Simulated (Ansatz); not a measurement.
Ansatz (a quantum-chemistry and plane-wave program) input (HF/STO-3G):

Ansatz 0.2 input:
```yaml
crystal:
  periodic: [false, false, false]
  atoms:
    - {symbol: S, position_ang: [-0.16296500, 0.52611300, 2.12450300]}
    - {symbol: Si, position_ang: [-0.02151200, 0.05079400, 0.19520600]}
    - {symbol: S, position_ang: [1.76011800, -1.06679300, -0.41507700]}
    - {symbol: Cl, position_ang: [-0.09423100, 1.69119500, -1.16458300]}
    - {symbol: Cl, position_ang: [-1.53610700, -1.18791900, -0.64246100]}
    - {symbol: H, position_ang: [2.46247400, -0.61592000, 0.63603600]}
basis:
  gaussian:
    orbitals: STO-3G
hamiltonian:
  xc: {name: HF}
total_charge: -1
relax: {f_tol: 0.003, max_steps: 120}
```

From the output:

```
the calculation of the forces begins
reference -53926.77538616 eV, -1981.7724425601 hartree; 41, 41 occupied and 5, 5 virtual orbitals, 569 factors
relax step  18: F+E_penalty+E_count = -53926.77538616 eV  Δ(F+E_penalty+E_count) = -1.614e-5 eV  max|allowed force component| = 1.235e-2 eV/Å  Δτ_max = 0.0097 Å  (21 SCF iters, accepted)
these checks for a lower state are left out or cut short: starts, cluster_reference, orbital_swaps, neighbouring_geometries, increment
integrals: 0.01 GiB planned
569 factors; integrals over basis functions are off by at most 7.4e-6 eV
mean field: 0.13 GiB planned
mean field -53926.77539308 eV, -1981.7724428146 hartree, gradient 3.6e-5 eV, S^2 0.000000; 0 other end points of the search recorded, 0 dependent functions left out
the calculation of the forces begins
reference -53926.77539308 eV, -1981.7724428146 hartree; 41, 41 occupied and 5, 5 virtual orbitals, 569 factors
relax step  19: F+E_penalty+E_count = -53926.77539308 eV  Δ(F+E_penalty+E_count) = -6.925e-6 eV  max|allowed force component| = 1.448e-2 eV/Å  Δτ_max = 0.0078 Å  (22 SCF iters, accepted)
these checks for a lower state are left out or cut short: starts, cluster_reference, orbital_swaps, neighbouring_geometries, increment
integrals: 0.01 GiB planned
569 factors; integrals over basis functions are off by at most 7.3e-6 eV
mean field: 0.13 GiB planned
mean field -53926.77539664 eV, -1981.7724429452 hartree, gradient 3.6e-5 eV, S^2 0.000000; 0 other end points of the search recorded, 0 dependent functions left out
the calculation of the forces begins
reference -53926.77539664 eV, -1981.7724429452 hartree; 41, 41 occupied and 5, 5 virtual orbitals, 569 factors
relax step  20: F+E_penalty+E_count = -53926.77539664 eV  Δ(F+E_penalty+E_count) = -3.554e-6 eV  max|allowed force component| = 8.851e-3 eV/Å  Δτ_max = 0.0062 Å  (22 SCF iters, accepted)
these checks for a lower state are left out or cut short: starts, cluster_reference, orbital_swaps, neighbouring_geometries, increment
integrals: 0.01 GiB planned
569 factors; integrals over basis functions are off by at most 7.3e-6 eV
mean field: 0.13 GiB planned
mean field -53926.77539975 eV, -1981.7724430597 hartree, gradient 3.6e-5 eV, S^2 0.000000; 0 other end points of the search recorded, 0 dependent functions left out
the calculation of the forces begins
reference -53926.77539975 eV, -1981.7724430597 hartree; 41, 41 occupied and 5, 5 virtual orbitals, 569 factors
relax step  21: F+E_penalty+E_count = -53926.77539975 eV  Δ(F+E_penalty+E_count) = -3.115e-6 eV  max|allowed force component| = 3.087e-3 eV/Å  Δτ_max = 0.0027 Å  (22 SCF iters, accepted)
these checks for a lower state are left out or cut short: starts, cluster_reference, orbital_swaps, neighbouring_geometries, increment
integrals: 0.01 GiB planned
569 factors; integrals over basis functions are off by at most 7.3e-6 eV
mean field: 0.13 GiB planned
mean field -53926.77540017 eV, -1981.7724430748 hartree, gradient 3.6e-5 eV, S^2 0.000000; 0 other end points of the search recorded, 0 dependent functions left out
the calculation of the forces begins
reference -53926.77540017 eV, -1981.7724430748 hartree; 41, 41 occupied and 5, 5 virtual orbitals, 569 factors
relax step  22: F+E_penalty+E_count = -53926.77540017 eV  Δ(F+E_penalty+E_count) = -4.128e-7 eV  max|allowed force component| = 1.284e-3 eV/Å  Δτ_max = 0.0007 Å  (22 SCF iters, accepted)
integrals: 0.01 GiB planned
569 factors; integrals over basis functions are off by at most 7.3e-6 eV
mean field: 0.13 GiB planned
mean field evaluation 128: about -53921.9511 eV, gradient 3.2e1 eV
mean field -53926.77540016 eV, -1981.7724430748 hartree, gradient 3.6e-5 eV, S^2 0.000000; 1 other end points of the search recorded, 0 dependent functions left out
the calculation of the forces begins
reference -53926.77540016 eV, -1981.7724430748 hartree; 41, 41 occupied and 5, 5 virtual orbitals, 569 factors
Total energy: -53926.77540016 eV, -1981.7724430748 hartree
Atom 0 at    -0.217960     0.521848     2.131508 Å, force     0.000017    -0.000144    -0.000909 eV/Å
Atom 1 at    -0.003403     0.036506     0.252561 Å, force     0.000611    -0.001111     0.000188 eV/Å
Atom 2 at     1.720052    -1.059774    -0.392252 Å, force    -0.000162     0.001284     0.000999 eV/Å
Atom 3 at    -0.050106     1.681636    -1.174558 Å, force     0.000096    -0.000147     0.000059 eV/Å
Atom 4 at    -1.549490    -1.187865    -0.653697 Å, force    -0.000343     0.000405     0.000203 eV/Å
Atom 5 at     2.508684    -0.594881     0.570062 Å, force    -0.000218    -0.000287    -0.000540 eV/Å
Dipole moment:     0.548349    -0.246557    -0.036493 e Å
```

The dipole moment of an ion depends on the origin.

The geometry given is a B3LYP-D3(BJ)/def2-TZVP minimum.
